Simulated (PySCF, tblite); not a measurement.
Isomers of C6H16OSSi. Level: GFN2-xTB in tblite, geometry and Hessian alike; calculated harmonic values, unscaled, isolated species. Against measured fundamentals such values can be off by several per cent, at times by over 20. Modes of hydrogen on silicon and sulfur can be 10 to 20 % off. One conformer each.

Electronic energies: PBE0/pcSseg-1 single points on the GFN2-xTB geometries (PySCF, gas phase).

```json
{"SMILES": "CC[SiH2][C@@H](C)C[S@@](C)=O", "electronic energy, lowest = 0 (kcal/mol)": "71.4"}
{"SMILES": "CC[C@@H](C)[Si@@H](OC)SC", "electronic energy, lowest = 0 (kcal/mol)": "5.0"}
{"SMILES": "CC(C)(C)[C@H](S)C[SiH2]O", "electronic energy, lowest = 0 (kcal/mol)": "13.6"}
{"SMILES": "CO[Si@@H](S)CC(C)(C)C", "electronic energy, lowest = 0 (kcal/mol)": "0.0"}
{"SMILES": "CC[SiH2][C@@H](C)C[S@](C)=O", "electronic energy, lowest = 0 (kcal/mol)": "73.6"}
```

How do GFN2-xTB zero-point energies change the relative energies?

```json
{"SMILES": "CO[Si@@H](S)CC(C)(C)C", "ZPE (kcal/mol)": "130.5", "of it from modes above 1550 cm⁻¹": "67.0", "electronic (kcal/mol)": "0.0", "with ZPE, lowest = 0 (kcal/mol)": "0.0", "lowest mode (cm⁻¹)": "37", "rings": "0"}
{"SMILES": "CC[C@@H](C)[Si@@H](OC)SC", "ZPE (kcal/mol)": "131.7", "of it from modes above 1550 cm⁻¹": "67.7", "electronic (kcal/mol)": "5.0", "with ZPE, lowest = 0 (kcal/mol)": "6.2", "lowest mode (cm⁻¹)": "31", "rings": "0"}
{"SMILES": "CC(C)(C)[C@H](S)C[SiH2]O", "ZPE (kcal/mol)": "128.6", "of it from modes above 1550 cm⁻¹": "66.8", "electronic (kcal/mol)": "13.6", "with ZPE, lowest = 0 (kcal/mol)": "11.7", "lowest mode (cm⁻¹)": "30", "rings": "0"}
{"SMILES": "CC[SiH2][C@@H](C)C[S@@](C)=O", "ZPE (kcal/mol)": "129.1", "of it from modes above 1550 cm⁻¹": "66.7", "electronic (kcal/mol)": "71.4", "with ZPE, lowest = 0 (kcal/mol)": "69.9", "lowest mode (cm⁻¹)": "28", "rings": "0"}
{"SMILES": "CC[SiH2][C@@H](C)C[S@](C)=O", "ZPE (kcal/mol)": "129.1", "of it from modes above 1550 cm⁻¹": "66.7", "electronic (kcal/mol)": "73.6", "with ZPE, lowest = 0 (kcal/mol)": "72.2", "lowest mode (cm⁻¹)": "18", "rings": "0"}
```

The zero-point energies span 3.1 kcal/mol, from `CC(C)(C)[C@H](S)C[SiH2]O` to `CC[C@@H](C)[Si@@H](OC)SC`. The order is unchanged.

And how do the electronic energies of GFN2-xTB itself compare?

`CO[Si@@H](S)CC(C)(C)C` 0.0; `CC[C@@H](C)[Si@@H](OC)SC` 11.5; `CC(C)(C)[C@H](S)C[SiH2]O` 12.9; `CC[SiH2][C@@H](C)C[S@@](C)=O` 69.5; `CC[SiH2][C@@H](C)C[S@](C)=O` 70.0 kcal/mol, lowest = 0. Against the energies above, taken from the same isomer `CO[Si@@H](S)CC(C)(C)C`, the largest difference is 6.5 kcal/mol.

What do entropy and thermal enthalpy add at 298.15 K and 1 bar (rigid rotor, harmonic oscillator, one conformer each)?

```
                      SMILES  point group  symmetry number  S (cal/(mol K))  H − H(0) (kcal/mol)  ZPE + H − H(0) − TS (kcal/mol)
       CO[Si@@H](S)CC(C)(C)C           C1                1            117.5                 9.43                           104.9
    CC[C@@H](C)[Si@@H](OC)SC           C1                1            123.9                 9.77                           104.5
    CC(C)(C)[C@H](S)C[SiH2]O           C1                1            114.2                 9.04                           103.6
CC[SiH2][C@@H](C)C[S@@](C)=O           C1                1            119.1                 9.34                           102.9
```

Not tabulated: `CC[SiH2][C@@H](C)C[S@](C)=O` (lowest mode only 18 cm⁻¹).
